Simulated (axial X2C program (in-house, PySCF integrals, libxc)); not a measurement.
# Ω levels of RuCN from open-shell CI on d7 s0 p(π)0

Computed with an axial X2C code built on PySCF integrals: two-component X2C with atomic mean-field Coulomb and Gaunt terms, basis Ru dyall-v3z, C dyall-v3z, N dyall-av3z (cores contracted in-house). Orbitals come from Hartree–Fock averaged over the configuration Ru d7 s0 p(π)0; CI then distributes these electrons over the d, s, p(π) shells of Ru.

Ru–C–N held linear, bonds 2.149 and 1.160 Å (the second held) (near the minimum of the configuration average).

Active spinors (ω > 0):

```
shell    ω  ε (eV)                   character
    d  3/2   -7.57                    99% Ru d
    d  1/2   -7.46                    96% Ru d
    d  5/2   -7.26                   100% Ru d
    d  3/2   -7.25                    97% Ru d
    d  1/2   -6.54          81% Ru d, 12% Ru s
    s  1/2    2.05  66% Ru s, 24% Ru p, 4% C p
 p(π)  1/2    0.70                    96% Ru p
 p(π)  3/2    0.72                    96% Ru p
```

Lowest levels of this model:

| Ω | energy (cm⁻¹) | g∥ | μ (D) | configuration |
| --- | --- | --- | --- | --- |
| 9/2 | 0 | 11.99 | -8.90 | 100% d7 |
| 1/2 | 269 | 1.83 | -8.96 | 100% d7 |
| 3/2 | 537 | 5.47 | -8.96 | 100% d7 |
| 7/2 | 762 | 8.08 | -8.91 | 100% d7 |
| 5/2 | 1426 | 5.31 | -8.94 | 100% d7 |
| 5/2 | 1896 | 6.62 | -8.95 | 100% d7 |
| 3/2 | 2251 | 1.98 | -8.94 | 100% d7 |
| 3/2 | 2599 | 2.45 | -8.94 | 100% d7 |
| 1/2 | 2617 | 1.15 | -8.98 | 100% d7 |
| 1/2 | 3278 | 2.89 | -8.97 | 100% d7 |
| 7/2 | 3827 | 9.89 | -9.05 | 100% d7 |
| 5/2 | 4655 | 6.06 | -9.04 | 100% d7 |
| 3/2 | 5229 | 2.12 | -9.04 | 100% d7 |
| 1/2 | 5634 | 1.87 | -9.05 | 100% d7 |
| 5/2 | 10381 | 6.00 | -8.79 | 100% d7 |
| 7/2 | 12381 | 7.91 | -8.93 | 100% d7 |
| 9/2 | 15558 | 9.85 | -9.01 | 100% d7 |
| 7/2 | 16221 | 6.16 | -8.98 | 100% d7 |
| 9/2 | 17826 | 9.97 | -9.03 | 100% d7 |
| 11/2 | 18934 | 12.00 | -9.13 | 100% d7 |
| 9/2 | 20205 | 8.20 | -9.13 | 100% d7 |

g∥ is the magnitude of 2⟨Lz + ge Sz⟩ for the +Ω component. μ is positive if the N end is positive.

**Question.** From Ω and g∥ of the lowest level, whose 2⟨Lz + ge Sz⟩ is positive, find ⟨Sz⟩ and ⟨Lz⟩ (ge = 2.0023).

**Answer.** Ω = ⟨Lz⟩ + ⟨Sz⟩ = 9/2 and ⟨Lz⟩ + ge⟨Sz⟩ = 5.995, so ⟨Sz⟩ = 1.49 and ⟨Lz⟩ = 3.01.

Occupations of the active spinors in the lowest level by ω, shell by shell in order of energy: -5/2: 0.00; -3/2: 0.86 0.14 0.00; -1/2: 0.99 0.01 0.00 0.00; 1/2: 1.00 1.00 0.00 0.00; 3/2: 1.00 1.00 0.00; 5/2: 1.00. The leading determinant has weight 0.85 among 463.

This point took 5.6 s on 1 thread of Arm Neoverse N1, with other jobs on the host.

There is no dynamic correlation: spin–orbit spacings and, for f shells, spacings inside one term are the most reliable numbers, splittings between terms come out too wide, and energies between configurations are not reliable, so the lowest level need not be the ground state of the molecule. For d shells the ligand-field splittings (σ, π, δ) and their order can be off by a thousand cm⁻¹ or more. At most 4 roots were kept for each Ω > 0 (twice that for Ω = 0) within 3.2 eV of the lowest, so higher up levels can be missing between those listed; levels with Ω > 0 are doubly degenerate and listed once, Ω = 0 levels singly. Some active spinors are only partly of the character that their shell is named for, so the shell names and counts are nominal. States that fill the shells left empty in the average are placed too high. The molecule was held linear; bending was not examined.
